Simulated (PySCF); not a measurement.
**Magnetic susceptibility: `C1C(Br)=C[C@@H](C)O1`, C5H7BrO**

Geometry (Å), atoms numbered from 1 in this order:
```xyz
14

C    -1.871    0.058    0.219
C    -0.603   -0.511   -0.422
C     0.425   -0.887    0.606
C     1.480   -0.104    0.454
Br    3.057   -0.070    1.470
C     1.281    0.841   -0.691
O     0.040    0.463   -1.249
H    -2.543    0.409   -0.558
H    -2.369   -0.709    0.805
H    -1.619    0.895    0.867
H    -0.871   -1.365   -1.060
H     0.268   -1.654    1.338
H     2.066    0.747   -1.452
H     1.256    1.887   -0.350
```

Computed with GIAO B97-D/pcSseg-0 magnetisability, non-relativistic, IEF-PCM acetone (PySCF). Geometry: GFN2-xTB.

The calculation is non-relativistic, which matters for the atoms heavier than Zn.

(1) How diamagnetic is it, and how anisotropic?

(2) Split it along the inertial axes a, b, c into diamagnetic and paramagnetic parts about the centre of mass, with the quadrupole moment.

## Answers

(1) Isotropic -1347 × 10⁻³⁰ J/T², or -81.1 × 10⁻⁶ cm³/mol; principal values -1411, -1366, -1265 × 10⁻³⁰ J/T², anisotropy 129 × 10⁻³⁰ J/T² (root of half the summed squared differences of the principal values). The susceptibility is in cgs units.

(2) 
| axis | χ (10⁻⁶ cm³/mol) | diamagnetic (10⁻⁶ cm³/mol) | paramagnetic (10⁻⁶ cm³/mol) | summed x² of all electrons (Å²) | quadrupole Θ (D Å) |
| --- | --- | --- | --- | --- | --- |
| a | -83.6 | -351.5 | 267.9 | 308.0 | -3.05 |
| b | -77.2 | -1409.7 | 1332.5 | 58.6 | +2.58 |
| c | -82.7 | -1555.3 | 1472.7 | 24.3 | +0.47 |

Anisotropies 2χaa − χbb − χcc = -7.3 and 2χbb − χaa − χcc = +11.8 × 10⁻⁶ cm³/mol. Θ is traceless in Buckingham's convention.
